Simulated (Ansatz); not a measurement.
Sn(CF3)(H)3 (CH₃F₃Sn), SMILES F[C](F)(F)[SnH3].

Geometry: B3LYP-D3(BJ)/def2-SVP. The structure was generated by enumeration; whether it is a known compound was not checked. The def2 effective core potentials stand for the cores of Sn; spin–orbit coupling is left out.

Two levels are set side by side: PBE/def2-SVPD (Ansatz, a program for electronic structure) and PBE0/def2-SVPD (Ansatz). Energy differences of separate SCF runs at the same geometry; the states with an electron removed or added have multiplicity 2 and 2. Differences are taken from unrounded values.

```csv
quantity,PBE0
vertical ionisation energy (eV),11.15
vertical singlet–triplet gap (eV),6.49
```

### Question
What does PBE give, and how far is it from PBE0? (The exact figures need the calculation; the answer reports its results.)

### Answer

| quantity | PBE | PBE minus PBE0 |
|---|---|---|
| vertical ionisation energy (eV) | 10.77 | -0.38 |
| vertical singlet–triplet gap (eV) | 6.19 | -0.30 |
